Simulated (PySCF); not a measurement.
Harmonic spectrum computed at PBE0 in the def2-SVP basis family (core potentials from Rb on, PySCF, no spin–orbit coupling):

| ω (cm⁻¹) | IR (km/mol, summed over degenerate members) | degeneracy |
| --- | --- | --- |
| 54 | 73.2 | 2 |
| 101 | 169 | 1 |
| 195 | 92.0 | 1 |
| 199 | 17.5 | 2 |
| 575 | 17.3 | 1 |
| 591 | 169 | 2 |
| 794 | 42.5 | 1 |
| 814 | 162 | 2 |
| 3863 | 227 | 2 |
| 3865 | 23.9 | 1 |

**Question.** Which molecule gave it? In each, all ligands are bound to the one heavy central atom.
A. As(OH)₃ (singlet)
B. I(OH)₃ (singlet)
C. Sn(OH)₃ (doublet)
D. Ge(OH)₃ (doublet)

**Answer.** C. It has C3 symmetry with O–H 0.967 Å (×3), Sn–O 1.999 Å (×3).
